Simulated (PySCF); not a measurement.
Species: sum formula SiNHCl3 (charge 0, doublet). It need not be the lowest isomer of its formula. SMILES: [NH][Si](Cl)(Cl)Cl
Structure (B3LYP-D3(BJ)/def2-TZVP (Ansatz) minimum search):
```
Si
N 1 1.7311
H 2 1.0239 1 112.57
Cl 1 2.0305 2 109.34 3 180.00
Cl 1 2.0443 2 109.47 3 -60.50
Cl 1 2.0443 2 109.47 3 60.50
```
Charge 0, spin multiplicity 2.

Dispersion corrections to the total energy (kcal/mol) from the dftd3 and dftd4 libraries through PySCF: D3(BJ) without and D4 with the three-body term, each with the damping fitted for the functional named.

| functional | D3(BJ) | D4 |
|---|---|---|
| BP86 | [?] | -8.23 |
| PW6B95 | -3.45 | -4.88 |
| r2SCAN | -1.44 | -1.30 |
| B3LYP | -10.08 | -9.62 |
| B2PLYP | -5.16 | -4.08 |
| LC-wPBE | -5.65 | [?] |
| HF | [?] | -18.41 |

### Question
Fill in the missing entries.

### Answer

- BP86, D3(BJ): -9.91
- LC-wPBE, D4: -6.62
- HF, D3(BJ): -37.96
